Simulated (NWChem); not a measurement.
Program: NWChem. System: BCl, charge 0, spin multiplicity 1, at a geometry optimised with PBE0/def2-SVP. The structure started from a generated list of species. Level: CCSDT/cc-pVDZ, 6 core orbitals frozen.

Part of the output:

```
             Northwest Computational Chemistry Package (NWChem) 7.3.0
             --------------------------------------------------------

                                NWChem Input Module
                                -------------------

 Scaling coordinates for geometry "geometry" by  1.889725989
 (inverse scale =  0.529177249)

 Turning off AUTOSYM since
 SYMMETRY directive was detected!

                             Geometry "geometry" -> ""
                             -------------------------

 Output coordinates in angstroms (scale by  1.889725989 to convert to a.u.)

  No.       Tag          Charge          X              Y              Z
 ---- ---------------- ---------- -------------- -------------- --------------
    1 B                    5.0000     0.00000000     0.00000000    -1.32851100
    2 Cl                  17.0000     0.00000000     0.00000000     0.39073900

 Effective nuclear repulsion energy (a.u.)      26.1626093733

            Nuclear Dipole moment (a.u.)
            ----------------------------
        X                 Y               Z
 ---------------- ---------------- ----------------
     0.0000000000     0.0000000000     0.0000151178

      Symmetry information
      --------------------

 Group name             C2v
 Group number             16
 Group order               4
 No. of unique centers     2

      Symmetry unique atoms

     1    2


 Summary of "ao basis" -> "" (spherical)
 ------------------------------------------------------------------------------
       Tag                 Description            Shells   Functions and Types
 ---------------- ------------------------------  ------  ---------------------
 *                          cc-pvdz                   on all atoms

 Summary of "ao basis" -> "ao basis" (spherical)
 ------------------------------------------------------------------------------
       Tag                 Description            Shells   Functions and Types
 ---------------- ------------------------------  ------  ---------------------
 B                          cc-pvdz                  6       14   3s2p1d
 Cl                         cc-pvdz                  8       18   4s3p1d

                                 NWChem SCF Module
                                 -----------------

  ao basis        = "ao basis"
  functions       =    32
  atoms           =     2
  closed shells   =    11
  open shells     =     0
  charge          =   0.00
[...]
     2   2 0 0    -13.660495      0.000000      0.000000
     2   1 1 0      0.000000      0.000000      0.000000
     2   1 0 1     -0.000000      0.000000      0.000000
     2   0 2 0    -13.660495      0.000000      0.000000
     2   0 1 1      0.000000      0.000000      0.000000
     2   0 0 2    -17.311253      0.000000     40.782325

                   NWChem Extensible Many-Electron Theory Module
                   ---------------------------------------------


            General Information
            -------------------
      Number of processors :     1
         Wavefunction type : Restricted Hartree-Fock
          No. of electrons :    22
           Alpha electrons :    11
            Beta electrons :    11
           No. of orbitals :    64
            Alpha orbitals :    32
             Beta orbitals :    32
        Alpha frozen cores :     6
         Beta frozen cores :     6
     Alpha frozen virtuals :     0
      Beta frozen virtuals :     0
         Spin multiplicity : singlet
    Number of AO functions :    32
       Number of AO shells :    14
        Use of symmetry is : on
      Symmetry adaption is : on
         Schwarz screening : 0.10D-09

          Correlation Information
          -----------------------
          Calculation type : Coupled-cluster singles, doubles, & triples
   Perturbative correction : none
            Max iterations :      100
        Residual threshold : 0.10D-05
     T(0) DIIS level shift : 0.00D+00
     L(0) DIIS level shift : 0.00D+00
     T(1) DIIS level shift : 0.00D+00
     L(1) DIIS level shift : 0.00D+00
     T(R) DIIS level shift : 0.00D+00
     T(I) DIIS level shift : 0.00D+00
   CC-T/L Amplitude update :  5-th order DIIS
                I/O scheme : Global Array Library
        L-threshold :  0.10D-05
        EOM-threshold :  0.10D-05
 no EOMCCSD initial starts read in
 TCE RESTART OPTIONS
 SLICE:      F
 D4D5:       F
 quantumc:   F
 qrotation:  F
 pwtce:      F
 qducc:      F
 nacto:                         0
 nrotv:                         0
 nrot:                          0

            Memory Information
            ------------------
          Available GA space size is     249035776 doubles
          Available MA space size is     104854764 doubles

 Maximum block size supplied by input
 Maximum block size        24 doubles

 tile_dim =      9

 -------------------------------------------------

 Global array virtual files algorithm will be used

 Parallel file system coherency ......... OK

 4-electron integrals stored in orbital form

 v2    file size   =            32907
 4-index algorithm nr.  13 is used
 imaxsize =       30
 imaxsize ichop =        0
 IN MAPPING 1 for UCC(4),CCSDT,CCSDTQ


 CCSDT iterations
 --------------------------------------------------------
 Iter          Residuum       Correlation     Cpu    Wall
 --------------------------------------------------------
    1   0.3649297503944  -0.1962052706584     0.9     0.9
    2   0.0990005409535  -0.2134407268360     0.9     0.9
    3   0.0806104321663  -0.2257760242189     0.9     0.9
    4   0.0348041607238  -0.2276576180449     0.9     0.9
    5   0.0306716982631  -0.2304436162101     0.9     0.9
    6   0.0083519224581  -0.2317817201339     0.9     0.9
    7   0.0036787588088  -0.2319711445742     0.9     0.9
    8   0.0021978771079  -0.2320063031858     0.9     0.9
    9   0.0012519760340  -0.2320466861769     0.9     0.9
   10   0.0008251855672  -0.2320701474975     0.9     0.9
   11   0.0002287819469  -0.2321115206828     0.9     0.9
   12   0.0000901491852  -0.2321174316673     0.9     0.9
   13   0.0000677474948  -0.2321235329344     0.9     0.9
   14   0.0000369945234  -0.2321232181990     0.9     0.9
   15   0.0000277355172  -0.2321248676830     0.9     0.9
   16   0.0000062596731  -0.2321250552064     0.9     0.9
   17   0.0000026398385  -0.2321252060178     0.9     0.9
   18   0.0000014953579  -0.2321252072938     0.9     0.9
   19   0.0000008669814  -0.2321252222941     0.9     0.9
 --------------------------------------------------------
 Iterations converged
 CCSDT correlation energy / hartree =        -0.232125222294105
 CCSDT total energy / hartree       =      -484.369090188580628

 Singles contributions

 Doubles contributions
    13b1  (alpha)    13b1  (beta ) ---    11a1  (alpha)    11a1  (beta )       -0.1205469013
    12b2  (alpha)    12b2  (beta ) ---    11a1  (alpha)    11a1  (beta )       -0.1205469013

 Task  times  cpu:       18.0s     wall:       18.0s

 Total times  cpu:       18.1s     wall:       18.1s
```

**Question.** Write an NWChem input that would produce this output.

**Answer.** This is not unique; one that fits is 
```
start mol
memory heap 100 mb stack 700 mb global 1900 mb
geometry units angstroms nocenter noautoz
  B      0.000000     0.000000    -1.328511
  Cl     0.000000     0.000000     0.390739
  symmetry group C2v
end
basis spherical
  * library cc-pvdz
end
scf
  rhf
  nopen 0
  maxiter 100
  thresh 1e-7
  semidirect memsize 60000000 filesize 0
end
tce
  freeze core 6
  ccsdt
  2eorb
  2emet 13
  thresh 1e-6
  maxiter 100
  tilesize 24
end
task tce energy
```
